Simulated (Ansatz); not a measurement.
Species: MoO, charge 0, multiplicity 5. The spin state was set by rule; other spins were not relaxed. 
Coordinates optimised at B3LYP-D3(BJ)/def2-TZVP (Ansatz, a first-principles code):
SMILES: [O]=[Mo]
```xyz
2

Mo     0.0000     0.0000    -0.2716
O      0.0000     0.0000     1.4261
```
Charge 0, spin multiplicity 5.

Basis-set convergence of Hartree-Fock and CCSD correlation energies (hartree) with Ansatz. Cores are frozen in the correlated levels unless marked. UHF or UKS for open shells. No spin-orbit coupling. The frozen core is the preceding noble-gas configuration, with the filled d and f shells of earlier blocks. In def2 rows, elements after Kr have scalar-relativistic effective core potentials.

The UHF reference is spin-contaminated (<S^2> 0.52 over the pure value in the largest basis). The T1 diagnostic of CCSD in the largest basis is 0.081, which is high, so the coupled-cluster rows are less sure than usual.

| basis | functions | E(HF) | E(corr, CCSD) |
|---|---|---|---|
| def2-SVP | 45 | -142.30085 | -0.29669 |
| def2-TZVPP | 87 | -142.42147 | -0.36926 |
| def2-QZVPP | 138 | -142.42670 | -0.39118 |

Extrapolating the two largest sets (X = 3 and 4) as X^-3: E(corr) = (64·(-0.39118) - 27·(-0.36926))/37 = -0.4072 Eh, an estimate of the basis-set limit. The largest set recovers 96.1 % of it, the smallest 72.9 %.
